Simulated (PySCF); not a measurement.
## F⁵⁺ (fluorine, charge +5): Hartree-Fock from Schrödinger to Dirac-Coulomb-Breit

Occupied: 1s1/2, 2s1/2. Hartree-Fock calculated with PySCF 2.14 in an even-tempered Gaussian basis (17 s from 0.13 bohr⁻², ratio 2.7; 11 p from 0.16 bohr⁻², ratio 2.7), Gaussian nucleus throughout. NR is non-relativistic, sf-X2C the spin-free one-electron X2C Hamiltonian, X2C adds the bare one-electron spin-orbit term, X2C-SNSO screens it by Boettger's factors, DC is four-component Dirac-Coulomb, and the Gaunt and Breit terms are added at first order (total energies over the DC spinors, levels after relaxing the spinors in that mean field). QED terms are absent. Levels marked empty are virtual spinors of this ion.

```json
{"Hamiltonian": "NR", "E (hartree)": "-87.9327", "E − E(DC) (hartree)": "0.0932", "CPU seconds": "0.27"}
{"Hamiltonian": "sf-X2C", "E (hartree)": "-88.0209", "E − E(DC) (hartree)": "0.0050", "CPU seconds": "0.14"}
{"Hamiltonian": "X2C", "E (hartree)": "-88.0209", "E − E(DC) (hartree)": "0.0050", "CPU seconds": "0.14"}
{"Hamiltonian": "X2C-SNSO", "E (hartree)": "-88.0209", "E − E(DC) (hartree)": "0.0050", "CPU seconds": "0.14"}
{"Hamiltonian": "DC", "E (hartree)": "-88.0258", "E − E(DC) (hartree)": "0.0000", "CPU seconds": "2.1"}
{"Hamiltonian": "DC+Gaunt", "E (hartree)": "-88.0158", "E − E(DC) (hartree)": "0.0101", "CPU seconds": "4"}
{"Hamiltonian": "DC+Breit", "E (hartree)": "-88.0159", "E − E(DC) (hartree)": "0.0099", "CPU seconds": "38"}
```

```json
{"level (eV)": "1s1/2", "NR": "-872.56", "sf-X2C": "-873.28", "X2C": "-873.28", "X2C-SNSO": "-873.28", "DC": "-873.40", "DC+Gaunt": "-873.17", "DC+Breit": "-873.17"}
{"level (eV)": "2s1/2", "NR": "-154.16", "sf-X2C": "-154.33", "X2C": "-154.33", "X2C-SNSO": "-154.33", "DC": "-154.34", "DC+Gaunt": "-154.32", "DC+Breit": "-154.32"}
{"level (eV)": "2p1/2 (empty)", "NR": "-113.50", "sf-X2C": "-113.51", "X2C": "-113.60", "X2C-SNSO": "-113.58", "DC": "-113.58", "DC+Gaunt": "-113.55", "DC+Breit": "-113.56"}
{"level (eV)": "2p3/2 (empty)", "NR": "-113.50", "sf-X2C": "-113.51", "X2C": "-113.47", "X2C-SNSO": "-113.48", "DC": "-113.48", "DC+Gaunt": "-113.46", "DC+Breit": "-113.47"}
{"level (eV)": "3s1/2 (empty)", "NR": "-48.500", "sf-X2C": "-48.538", "X2C": "-48.538", "X2C-SNSO": "-48.538", "DC": "-48.539", "DC+Gaunt": "-48.536", "DC+Breit": "-48.536"}
```

```tsv
interval (eV)	X2C	X2C-SNSO	DC	DC+Gaunt	DC+Breit
2p3/2 − 2p1/2	0.1318	0.1024	0.1045	0.09304	0.09304
```

Weight of the small component: 1s1/2 0.00100, 2s1/2 0.000169, 2p1/2 0.000147, 2p3/2 0.000147, 3s1/2 4.96e-05.

Koopmans' value for the highest occupied level at DC+Breit: 154.32 eV, against an ionisation energy of 157.16 eV (measured; NIST Atomic Spectra Database, ionization energies); the former lacks relaxation, correlation, QED and recoil.

The whole ladder took 46 s of wall time on 1 thread of Neoverse-N1 (shared host), launched as `OMP_NUM_THREADS=1 python relrun2.py TASK.json OUT` (a driver that calls PySCF for each Hamiltonian).

Dirac-Coulomb iterations, started from the X2C spinors:

```
with_ssss True, with_gaunt False, with_breit False
light speed = 137.03599967994
init E= -88.0212477638897
cycle= 1 E= -88.0258299381241  delta_E= -0.00458  |g|= 0.00725  |ddm|= 0.00191
cycle= 2 E= -88.025829990348  delta_E= -5.22e-08  |g|= 5.07e-05  |ddm|= 0.000103
cycle= 3 E= -88.0258299903782  delta_E= -3.02e-11  |g|= 1.13e-06  |ddm|= 9.68e-06
```
